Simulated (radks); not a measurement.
Dipole-allowed excitations along the series with 36 electrons in [Kr]. All-electron calculation, scalar-relativistic Kohn-Sham, exchange-only LDA, spin-unpolarised, spherical densities, finite nucleus; Fermi nuclear charge, rms radius of each element as measured or else 0.836 A^(1/3) + 0.57 fm. Program: a radial shooting solver on a logarithmic mesh with Libxc functionals. Time-dependent linear response with the Hartree and adiabatic exchange-only LDA kernel, continuum included through the Sternheimer equations, no spin-orbit coupling, so fine structure and intercombination lines are absent. Lines are the poles of the dipole polarisability below minus the highest occupied eigenvalue, found on a grid refined at the orbital gaps; the lowest seven at most are given, and weak or close lines can be missed. The first line takes the name of the lowest orbital gap if no other gap lies below it; otherwise a line is named after a gap within 0.6 % of it, if that gap stands alone.

| species | -e(HOMO) (eV) | lowest orbital gap (eV) | first line (eV) | f | static alpha (bohr^3) |
|---|---|---|---|---|---|
| I17+ | 492.75 | 4p-4d 86.311 | 107.07 (4p-4d) | 4.19 | 0.3074 |
| Xe18+ | 538.03 | 4p-4d 90.632 | 112.20 (4p-4d) | 4.10 | 0.2737 |
| Cs19+ | 585.13 | 4p-4d 95.008 | 117.38 (4p-4d) | 4.01 | 0.2446 |
| Ba20+ | 634.05 | 4p-4d 99.442 | 122.61 (4p-4d) | 3.93 | 0.2195 |
| La21+ | 684.80 | 4p-4d 103.94 | 127.90 (4p-4d) | 3.85 | 0.1977 |
| Ce22+ | 737.37 | 4p-4d 108.51 | 133.26 (4p-4d) | 3.78 | 0.1786 |
